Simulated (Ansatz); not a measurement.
`C[O][Al]([CH3])[NH2]` → Al• + 2 C• + 8 H• + N• + O•  (atomization)

Program: Ansatz. Geometries: PBE0-D4/def2-TZVP. ΔE: electronic, gas phase. CBS: MP2 limit from def2 TZ/QZ plus the TZ coupled-cluster correction, frozen cores. This one scheme is used for every species, atoms too. For atomizations the MP2-based limit and the directly extrapolated one differ by several kJ/mol either way, and by 10 to 25 for some Ge, Se and Sn compounds, so smaller differences from it don't rank the levels. DFT in def2-TZVPP. B3LYP here is the variant with VWN-RPA as its local correlation; programs differ in this. HSE06 is defined as in plane-wave codes. No spin–orbit coupling; open shells (•) take unrestricted orbitals. Spin–orbit coupling would lower the free atoms: a little for Al, C, O. One conformer a species, not always the lowest.

```csv
level,ΔE (kcal/mol),difference from CCSD(T)/CBS
LDA (SPW92),1311.1,151.8
PBE-D4,1172.8,13.5
revPBE-D4,1144.7,-14.6
BLYP-D4,1156.6,-2.7
r2SCAN-D4,1157.9,-1.4
B97M-V,1158.7,-0.6
PBE0-D4,1153.4,-5.9
B3LYP-D4,1158.9,-0.4
r2SCANh-D4,1150.9,-8.4
r2SCAN0-D4,1141.0,-18.3
HSE06-D4,1154.2,-5.1
BHLYP-D4,1126.8,-32.5
CAM-B3LYP-D4,1165.1,5.8
ωB97X-V,1159.6,0.3
ωB97M-V,1161.2,1.9
B2PLYP,1147.1,-12.2
PBE,1167.7,8.4
BLYP,1145.7,-13.6
r2SCAN,1156.5,-2.8
PBE0,1149.1,-10.2
B3LYP,1150.9,-8.4
r2SCANh,1149.5,-9.8
r2SCAN0,1139.4,-19.9
HSE06,1150.2,-9.1
BHLYP,1120.7,-38.6
CAM-B3LYP,1160.8,1.5
LC-ωPBE,1154.0,-5.3
HF/def2-SVP,846.9,-312.4
MP2/def2-SVP,1101.6,-57.7
CCSD/def2-SVP,1082.2,-77.1
CCSD(T)/def2-SVP,1091.3,-68.0
MP2/def2-TZVPP,1143.6,-15.7
SCS-MP2/def2-TZVPP,1142.7,-16.6
CCSD(T)/def2-TZVPP,1128.3,-31.0
HF/def2-QZVPP,844.1,-315.2
MP2/def2-QZVPP,1162.1,2.8
SCS-MP2/def2-QZVPP,1163.6,4.3
HF/CBS(def2),844.5,-314.8
MP2/CBS(def2),1174.5,15.2
CCSD/CBS(def2),1144.5,-14.8
CCSD(T)/CBS,1159.3,0
```

Task: What do rigid-rotor, harmonic-oscillator terms from PBE0-D4/def2-TZVP frequencies (298.15 K, 1 bar) make of the CCSD(T)/CBS value? (Best estimate.)

Result: Computed: ΔZPE = -64.8 kcal/mol, ΔH = +1107.4 kcal/mol, ΔS = 1327 J/(mol·K), ΔG = +1012.9 kcal/mol. Open shells count their whole term as degenerate.

Largest T1 diagnostic among the species: 0.018.

From PBE to PBE0 (25 % exact exchange), in def2-TZVPP and without D4, ΔE moves by −18.6 kcal/mol: exact exchange takes away binding that semilocal exchange gives to molecules. In def2-TZVPP, CCSD(T) changes the Hartree–Fock value by +286.4 kcal/mol (the triples alone add +14.8 kcal/mol) and MP2 by +301.7 kcal/mol; breaking electron pairs costs correlation energy, which Hartree–Fock lacks. At CCSD(T), def2-SVP lies −68.0 kcal/mol from the extrapolated value and def2-TZVPP −31.0 kcal/mol: correlation converges slowly with the basis, and small sets miss more of it in the bonded molecule than in its fragments.
